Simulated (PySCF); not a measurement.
# [Eu(NO2)2]+ at several levels of theory

Computed with PySCF 2.14.0 (density fitting, no spin-orbit coupling) at the geometry relaxed with PBE:

```xyz
7
[Eu(NO2)2]+ (singlet in the valence; each metal's 4f electrons, 6 of them, lie in its core potential, out of spins and levels)
Eu    0.0000    0.0000    0.0000
O     0.7583    0.7583    2.0432
O    -0.7583   -0.7583    2.0432
N     0.0000    0.0000    2.7580
O     0.7583   -0.7583   -2.0432
O    -0.7583    0.7583   -2.0432
N     0.0000    0.0000   -2.7580
```

```
level                                                 basis    state  HOMO (eV)  gap (eV)  charge on Eu1 (e)  population of f-type functions on Eu1 (polarisation alone where 4f lies in the core)  dipole about the centre of mass (D)  largest force component (eV/Å)
  PBE     Eu lcecp-1-SVP with ECP52, O def2-SVP, N def2-SVP  singlet     -11.67      2.40               1.45                                                                                  0.07                                 0.00                            0.01
B3LYP                                              the same  singlet     -13.05      4.60               1.58                                                                                  0.07                                 0.00                            0.64
  PBE  Eu lcecp-1-TZVP with ECP52, O def2-TZVP, N def2-TZVP  singlet     -11.64      2.51               1.64                                                                                  0.09                                 0.00                            0.18
```

In the lcecp rows the 4f levels are missing from HOMO and gap, and the state counts the valence alone.

Charges are Mulliken's, which hang on the basis. The relaxation used the grid (50, 194), these runs (75, 302) or, all-electron (x2c bases, spin-free X2C Hamiltonian), (99, 590).

Q: A further run in the first row's basis gives HOMO (eV) -17.65, gap (eV) 12.46, charge on Eu1 (e) 2.03, population of f-type functions on Eu1 (polarisation alone where 4f lies in the core) 0.07, dipole about the centre of mass (D) 0.00, largest force component (eV/Å) 3.26. Which level was it?
A. PBE0
B. BP86
C. HF

A: C. The others give HOMO -13.34 eV (PBE0); -11.79 eV (BP86).

In the first row's basis the gap widens with exact exchange: 2.4 eV for PBE, BP86 (none); 4.6 to 5.1 eV for B3LYP, PBE0 (a fixed share); 12.5 eV for Hartree–Fock (rising or full at long range).

A frequency check found unstable modes (2, the lowest at -28 cm⁻¹), so the relaxed geometry is a saddle point, or these are noise. An lcecp potential fixes the number of 4f electrons, so in runs with it no electron can move into or out of that shell.
